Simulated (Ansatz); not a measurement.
Geometry optimisation, RKS B3LYP-D4/6-31G in Ansatz.

Input:

```yaml
crystal:
  periodic: [false, false, false]
  atoms:
    - { symbol: Si, position_ang: [-0.1909, -0.1676, 0.0732] }
    - { symbol: F, position_ang: [1.3574, 1.0044, -0.4252] }
    - { symbol: O, position_ang: [-0.9566, -1.5909, 0.1383] }
    - { symbol: O, position_ang: [-1.1076, 0.73, -0.9098] }
    - { symbol: O, position_ang: [0.0628, 0.2492, 1.608] }
    - { symbol: H, position_ang: [1.6295, -0.1434, -0.693] }
    - { symbol: H, position_ang: [1.2842, -1.0605, -0.6597] }
    - { symbol: H, position_ang: [-1.904, -1.6021, 0.2484] }
    - { symbol: H, position_ang: [-0.7958, 1.5856, -1.1959] }
    - { symbol: H, position_ang: [0.6208, 0.9953, 1.8157] }
basis:
  gaussian: { orbitals: "6-31G" }
hamiltonian:
  xc: b3lyp
  dispersion: d4
relax:
  f_tol: 0.15
  max_steps: 25
  restrain:
    - { distance: [0, 6], at: 2.72, k: 30.0 }
    - { distance: [5, 1], at: 2.18, k: 30.0 }
    - { distance: [0, 1], at: 1.68, k: 30.0 }
    - { distance: [5, 6], at: 0.62, k: 30.0 }
```

Command:

```bash
$ ansatz run input.yaml --threads 1 --pin off --max-ram 2048MiB --backend cpu --events-out ev --progress --plain --runs-dir out
```

Problem. Where does it end, and by what steps?

Solution. The run converged. The restraints hold the end off the free minimum. Limits of this set-up: no polarisation functions. After 21 steps the energy has fallen by 2.800 eV (the restraints' own energy left out); H9 moved furthest, 1.37 Å. Joined: H6–H7.

```csv
step,energy less start (eV),largest force component (eV/Å),accepted
0,0.0000,2.619,yes
1,-0.4486,2.755,yes
2,-0.7460,3.771,yes
3,-1.2266,3.652,yes
4,-1.9698,1.756,yes
5,-2.2938,1.682,yes
6,-2.4515,1.768,yes
7,-2.6257,0.603,yes
8,-2.6444,1.465,yes
9,-2.6654,1.669,yes
10,-2.7022,1.648,no
11,-2.6744,1.637,yes
12,-2.6884,1.673,yes
13,-2.7170,1.494,yes
14,-2.7283,1.661,yes
15,-2.7534,1.371,no
16,-2.7454,1.342,yes
17,-2.7641,1.411,yes
18,-2.7852,1.683,yes
19,-2.7945,1.671,yes
20,-2.7592,1.681,no
21,-2.7995,1.502,yes
```

```xyz
10
Properties=species:S:1:pos:R:3
Si -0.300 0.255 -0.186
F 0.973 0.557 -1.241
O -0.739 -1.361 -0.322
O -1.649 1.163 -0.619
O 0.179 0.736 1.351
H 2.114 -0.931 -0.115
H 1.839 -1.348 0.367
H -1.603 -1.651 -0.651
H -1.799 2.095 -0.405
H 0.985 0.486 1.821
```

Whether the end is a true minimum wasn't checked by a vibrational analysis.

Time of the run: 3.8 min on 1 CPU thread of a shared host.
